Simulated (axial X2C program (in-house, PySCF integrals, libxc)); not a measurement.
## MoGe along the bond: PBE0, spin-free

Calculated with an in-house all-electron X2C program for linear molecules (integrals from PySCF). Spin-free means the one-electron spin-free X2C Hamiltonian. Basis: Mo dyall-cv3z [11s12p9d5f3g], Ge dyall-cv3z [9s9p7d4f1g] (cores contracted in-house); Gaussian nuclei, density fitting, unrestricted open shells. Masses: Mo 97.905 u, Ge 73.921 u.

State: M_S = 2, Λ = 1 (beyond evenly filled blocks: σα, π+α, π+β, π-α, δ+α, δ-α). Dipoles are positive if Ge is the positive end.

Results along the bond:

```tsv
R (Å)	μ (D)	HOMO (eV)	LUMO (eV)	⟨S²⟩
2.146	-2.364	-5.30	-3.49	6.195
2.245	-2.417	-5.25	-3.38	6.316
2.319	-2.427	-5.17	-3.33	6.421
2.393	-2.413	-5.11	-3.28	6.528
2.467	-2.378	-5.06	-3.25	6.631
2.553	-2.316	-5.03	-3.22	6.741
2.640	-2.231	-5.02	-3.20	6.839
2.751	-2.098	-5.01	-3.18	6.949
2.886	-1.908	-5.03	-3.18	7.066
```

The state is a single determinant with fixed occupations, the lowest that a limited PBE0 search found. Other states lie close and PBE0, whose exact exchange favours high spin, may order them wrongly; the determinant shown need not be the ground state. The nearest other spin-free determinant of the search, M_S = 2, Λ = 0, lies 0.21 eV up at the distance of the search. Without a current term, density functionals place determinants with orbital angular momentum somewhat too high. The determinant is spin-polarised beyond a pure state at some levels (its spin-free form has ⟨S²⟩ too high), which makes Re and μ there less reliable.
